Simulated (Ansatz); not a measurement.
Molecular dynamics of Ba$_{16}$Cu

Input:

```yaml
crystal:
  lattice:
    - [10.04, 0.0, 0.0]
    - [0.0, 10.04, 0.0]
    - [0.0, 0.0, 10.04]
  atoms:
    - { symbol: Ba, position: [-0.01214, -0.00605994, 0.00067323] }
    - { symbol: Ba, position: [0.51200113, -0.00596307, 0.00066769] }
    - { symbol: Ba, position: [0.00462684, 0.49070653, -0.00015062] }
    - { symbol: Ba, position: [-0.00632609, -0.00392681, 0.49989199] }
    - { symbol: Ba, position: [0.25004138, 0.25500654, 0.26012185] }
    - { symbol: Ba, position: [0.49538706, 0.49079121, -0.00015069] }
    - { symbol: Ba, position: [0.5063061, -0.00392131, 0.49989042] }
    - { symbol: Ba, position: [0.74999132, 0.25405842, 0.25628071] }
    - { symbol: Ba, position: [-0.00038056, 0.50713166, 0.49962151] }
    - { symbol: Ba, position: [0.24998969, 0.75903292, 0.24507545] }
    - { symbol: Ba, position: [0.2500469, 0.25649347, 0.73779333] }
    - { symbol: Ba, position: [0.50038134, 0.50715483, 0.49962038] }
    - { symbol: Ba, position: [0.74997365, 0.74251689, 0.25085775] }
    - { symbol: Ba, position: [0.74999264, 0.25413509, 0.74343278] }
    - { symbol: Ba, position: [0.24998945, 0.76032482, 0.75515788] }
    - { symbol: Ba, position: [0.74997494, 0.74285955, 0.74916491] }
    - { symbol: Cu, position: [0.24979811, 0.12337669, -0.00306586] }
basis:
  ecutwfc: 420.0
kpoints:
  mp_grid: { grid: [1, 1, 1] }
hamiltonian:
  xc: lda
scf:
  occupations: { method: fermi_dirac, width: 0.15 }
  lower_state_search: "off"
md:
  timestep: 4.5
  n_steps: 150
  ensemble: nvt_langevin
  temperature: 600.0
  initial_velocities: maxwell_boltzmann
  seed: 462498
  friction: 0.02
```

Run as:

```bash
$ ansatz run input.yaml --threads 2 --pin off --max-ram 5120MiB --backend cpu --events-out ev --progress --plain --runs-dir out
```

It starts from a relaxed structure.

Output, in part (step lines):

```
md step     0: t =     0.00 fs  T =   564.7 K  F+E_penalty+E_count = -99031.93850564 eV  E_kin = 1.240896 eV  (10 SCF iters)
md step     1: t =     4.50 fs  T =   703.9 K  F+E_penalty+E_count = -99031.93463972 eV  E_kin = 1.546764 eV  (8 SCF iters)
md step     2: t =     9.00 fs  T =   735.6 K  F+E_penalty+E_count = -99031.92427020 eV  E_kin = 1.616480 eV  (8 SCF iters)
md step     3: t =    13.50 fs  T =   723.3 K  F+E_penalty+E_count = -99031.90657283 eV  E_kin = 1.589326 eV  (8 SCF iters)
md step     4: t =    18.00 fs  T =   642.5 K  F+E_penalty+E_count = -99031.88230889 eV  E_kin = 1.411744 eV  (9 SCF iters)
md step     5: t =    22.50 fs  T =   672.2 K  F+E_penalty+E_count = -99031.85405585 eV  E_kin = 1.477011 eV  (7 SCF iters)
md step     6: t =    27.00 fs  T =   617.8 K  F+E_penalty+E_count = -99031.82209775 eV  E_kin = 1.357635 eV  (6 SCF iters)
md step     7: t =    31.50 fs  T =   599.1 K  F+E_penalty+E_count = -99031.78710208 eV  E_kin = 1.316529 eV  (7 SCF iters)
[... lines left out ...]
md step   150: t =   675.00 fs  T =   690.8 K  F+E_penalty+E_count = -99030.80232924 eV  E_kin = 1.518051 eV  (9 SCF iters)
```

The steps, from the saved trajectory:

| time (fs) | T (K) | potential energy less start (eV) |
| --- | --- | --- |
| 0.0 | 565 | 0.000 |
| 22.5 | 672 | 0.084 |
| 45.0 | 419 | 0.253 |
| 67.5 | 381 | 0.427 |
| 90.0 | 418 | 0.557 |
| 112.5 | 479 | 0.704 |
| 135.0 | 543 | 0.827 |
| 157.5 | 351 | 0.919 |
| 180.0 | 438 | 0.937 |
| 202.5 | 751 | 0.920 |
| 225.0 | 712 | 0.850 |
| 247.5 | 599 | 0.930 |
| 270.0 | 563 | 1.067 |
| 292.5 | 519 | 1.148 |
| 315.0 | 517 | 1.162 |
| 337.5 | 531 | 1.147 |
| 360.0 | 626 | 1.154 |
| 382.5 | 836 | 1.181 |
| 405.0 | 701 | 1.224 |
| 427.5 | 734 | 1.231 |
| 450.0 | 709 | 1.254 |
| 472.5 | 543 | 1.290 |
| 495.0 | 658 | 1.287 |
| 517.5 | 529 | 1.315 |
| 540.0 | 664 | 1.322 |
| 562.5 | 493 | 1.306 |
| 585.0 | 707 | 1.208 |
| 607.5 | 622 | 1.151 |
| 630.0 | 730 | 1.062 |
| 652.5 | 461 | 1.058 |
| 675.0 | 691 | 1.136 |

The run went to its last step. A run of 0.68 ps of so small a system gives no equilibrium averages. Limits of this set-up: coarse k mesh.

Mean squared displacements from the first frame to the last, about the centre of mass: Ba 0.12 Å², Cu 0.39 Å².

Last frame:

```xyz
17
Lattice="10.0400 0.0000 0.0000 0.0000 10.0400 0.0000 0.0000 0.0000 10.0400" Properties=species:S:1:pos:R:3
Ba 0.035 -0.272 0.167
Ba 4.861 -0.102 0.275
Ba 0.412 5.151 -0.017
Ba -0.021 -0.144 5.041
Ba 2.727 2.292 2.943
Ba 4.467 4.850 0.514
Ba 5.064 -0.405 5.054
Ba 7.638 2.446 2.682
Ba -0.106 4.755 5.174
Ba 2.284 7.389 2.776
Ba 2.781 2.181 7.333
Ba 4.761 5.023 4.891
Ba 7.589 7.283 2.400
Ba 7.879 2.419 7.607
Ba 3.048 7.549 7.685
Ba 7.665 7.393 7.615
Cu 2.389 1.650 0.355
```

Run time: 9.1 min on 2 threads of Arm Neoverse V2 (shared host), peak memory 0.74 GiB.
